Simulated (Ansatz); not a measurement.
One change: `[O]=[Mo](=[S])([Cl])[Cl]` becomes `[O]=[Mo]([F])(=[S])[Cl]`.

Ansatz, PBE0-D4/def2-TZVP geometries, multiplicity 1. 

Elements past krypton have def2 core potentials.

```tsv
property	`[O]=[Mo](=[S])([Cl])[Cl]`
zero-point energy (PBE0-D4/def2-TZVP) / kJ/mol	20.9
size of the dipole moment (PBE/def2-TZVPP) / D	0.83
HOMO–LUMO gap (ωB97M-V/def2-TZVPP) / eV	8.56
HOMO energy (ωB97M-V/def2-TZVPP) / eV	-10.50
HOMO–LUMO gap (PBE0/def2-TZVPP) / eV	4.45
size of the dipole moment (B3LYP/def2-TZVPP) / D	0.89
```

Q: Give the same properties after the change, and the shifts. (Best estimate.)

A: Computed: 
| property | `[O]=[Mo]([F])(=[S])[Cl]` | shift |
| --- | --- | --- |
| zero-point energy (PBE0-D4/def2-TZVP) / kJ/mol | 23.2 | 2.3 |
| size of the dipole moment (PBE/def2-TZVPP) / D | 0.78 | -0.05 |
| HOMO–LUMO gap (ωB97M-V/def2-TZVPP) / eV | 8.82 | 0.26 |
| HOMO energy (ωB97M-V/def2-TZVPP) / eV | -10.53 | -0.03 |
| HOMO–LUMO gap (PBE0/def2-TZVPP) / eV | 4.66 | 0.21 |
| size of the dipole moment (B3LYP/def2-TZVPP) / D | 0.85 | -0.04 |

Dipoles are sizes alone; their direction can turn.

B3LYP here is the variant with VWN-RPA as its local correlation; programs differ in this.
